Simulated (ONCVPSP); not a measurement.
## Which change was made? (Ga, ONCV)

- Element: gallium (Ga)
- Generator: ONCVPSP 4.0.1
- Type: optimised norm-conserving Vanderbilt (ONCV)
- Functional: Wu-Cohen
- Relativity: fully relativistic
- Frozen core: [Ne] 3s2
- Valence charge: 19
- Reference configuration: 3p6 3d10 4s2 4p1
- Partial waves: 4s: rc 1.60 bohr, ncon 4, nbas 7, qcut 4.3 1/bohr, 2 projectors, debl 1.4 Ha; 3p+4p: rc 1.20 bohr, ncon 4, nbas 7, qcut 14.4 1/bohr, 3 projectors, debl 2.5 Ha; 3d: rc 0.70 bohr, ncon 4, nbas 7, qcut 13.2 1/bohr, 2 projectors, debl 1 Ha
- Local potential: polynomial inside 0.50 bohr (lpopt 5, dvloc0 2 Ha)
- Core correction: polynomial model core, fcfact 0.65

Open shells are filled in proportion to 2j + 1.

Cutoffs, loose and tight: the cutoffs (Ha) at which the residual kinetic energy of the hardest occupied pseudo-wave falls to 1 and 0.1 mHa per electron. They do not see the model core or the augmentation charge, which bear on the density cutoff. Test errors are all-electron minus pseudo excitation energies from the reference, over the configurations 3p6 3d10 4s2 4p0; 3p6 3d10 4s1 4p0; 3p6 3d10 4s0 4p0; 3p6 3d10 4s1 4p1; variants that change the core or the reference have their own tests. The largest error is taken over the tests solved by every variant that gives reliable tests at all, those not shown here included: 3p6 3d10 4s1 4p0; 3p6 3d10 4s1 4p1; 3p6 3d10 4s2 4p0.

The base gives: outcome: generated; cutoff, loose: 354 Ha; cutoff, tight: 472 Ha; bound ghosts: s; GHOST(+) flags above zero: none; largest test error (meV): -7.1.

(1) After one change the result is: outcome: generated; cutoff, loose: 197 Ha; cutoff, tight: 237 Ha; bound ghosts: s; GHOST(+) flags above zero: none; largest test error (meV): -6.7. Which change was it?
A. all radii but the core radius scaled by about 1.31 (s 2.10, p 1.56, d 0.92 bohr); local potential polynomial inside 0.66 bohr (lpopt 5, dvloc0 2 Ha)
B. d: rc 0.88
C. d: rc 0.78

Answers

(1) B. The others give: all radii but the core radius scaled by about 1.31 (s 2.10, p 1.56, d 0.92 bohr); local potential polynomial inside 0.66 bohr (lpopt 5, dvloc0 2 Ha) → outcome: generated; cutoff, loose: 160 Ha; cutoff, tight: 213 Ha; bound ghosts: s; GHOST(+) flags above zero: none; largest test error (meV): -7.4 | d: rc 0.78 → outcome: generated; cutoff, loose: 274 Ha; cutoff, tight: 355 Ha; bound ghosts: s; GHOST(+) flags above zero: d5/2, d3/2; largest test error (meV): -6.9.
